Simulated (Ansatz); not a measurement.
```yaml
crystal:
  periodic: [false, false, false]
  atoms:
    - {symbol: Cu, position_ang: [1.621921, 0.437154, 1.363207]}
    - {symbol: Cu, position_ang: [0.511186, 0.979577, -0.701670]}
    - {symbol: Cu, position_ang: [-0.863497, -0.921772, -1.182999]}
    - {symbol: Cu, position_ang: [-0.683593, -0.204843, 1.095493]}
    - {symbol: Te, position_ang: [-2.021855, 1.281037, -0.502882]}
    - {symbol: Te, position_ang: [1.435838, -1.571153, -0.071159]}
basis:
  gaussian: {orbitals: def2-TZVPD}
total_charge: -1
magnetization: {spin_polarized: true, initial_magnetization: 1}
hamiltonian: {xc: pbe0, dispersion: d4}
scf: {omitted_lower_state_checks: [starts]}
output: {orbitals: {seedname: orbitals}}
```

```sh
$ ansatz run in.yaml --threads 4 --pin off --events-out ev --progress --plain --max-ram 4787MiB
```

(1) Does this run fit into the memory that it is given?

Results:

(1) No. It has 310 basis functions, and Ansatz plans for 6 GiB where 5 GiB are given.
